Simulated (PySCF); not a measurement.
# Re(2+) (rhenium, charge +2) across methods

[Xe] 4f14 5d4 6s1, high-spin 6D determinant (an excited configuration). Computed with PySCF 2.14 in aug-cc-pVDZ-PP with ECP60MDF (5s5p4d2f, 54 functions), with a scalar-relativistic core potential.

| method | E (hartree) | mean ε 5p β (eV) | mean ε 5d α (eV) | mean ε 6s α (eV) | Σ⟨r²⟩ (bohr²) | ⟨S²⟩ |
| --- | --- | --- | --- | --- | --- | --- |
| r2SCAN | -77.5286 | -65.403 | -25.469 | -22.335 | 34.26 | 8.751 |
| wB97X-V | -77.4351 | -69.717 | -28.797 | -24.716 | 34.32 | 8.751 |
| UHF | -76.93570 | -72.654 | -30.839 | -24.725 | 34.58 | 8.753 |
| PBE | -77.5047 | -64.614 | -24.976 | -22.072 | 34.40 | 8.750 |
| B97-3 | -77.4814 | -67.256 | -26.519 | -22.707 | 34.29 | 8.751 |
| LDA | -77.2967 | -64.581 | -24.977 | -22.362 | 34.57 | 8.750 |
| PBE0 | -77.4771 | -66.948 | -26.622 | -22.867 | 34.34 | 8.751 |
| wB97X | -77.4661 | -69.600 | -28.753 | -24.539 | 34.22 | 8.751 |

(1) Estimate the same row for revPBE.

Energies and moments cover only the electrons outside the core potential. Spin-orbit coupling, absent here, splits the open shell strongly.

Results:

(1) E (hartree) = -77.5526; mean ε 5p β (eV) = -64.642; mean ε 5d α (eV) = -24.958; mean ε 6s α (eV) = -22.002; Σ⟨r²⟩ (bohr²) = 34.35; ⟨S²⟩ = 8.751.
